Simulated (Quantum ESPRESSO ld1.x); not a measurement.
The numbers below are computed, except where a source is named.
These are the eigenvalues of the occupied orbitals of an atom or ion with whole-number occupations (Ry). Level of theory: Dirac Kohn-Sham, LDA (Slater exchange, VWN5 correlation), spin-unpolarised, spherical densities, point nucleus (ld1.x of Quantum ESPRESSO 7.5).

1s1/2: -232.321
2s1/2: -24.2000
2p1/2: -19.6460
2p3/2: -19.4727
3s1/2: -2.57390
3p1/2: -1.48582
3p3/2: -1.46841
4p1/2: -0.10345

Which element is it, and in what charge state? The configuration may be excited. Open shells, if any, fill j = l - 1/2 first.

Answer. Z = 18, argon, charge 0: Ar in [He] 2s2 2p5 3s2 3p6 4p1. The list shows which subshells hold electrons but not how many an open one holds; the 1s level, -116.16 hartree, gives Z - s = 15.2 by -(Z - s)^2/2, which with screening and relativity narrows Z to a few neighbours, and the depths of the outer levels then fix element, charge and occupations together.
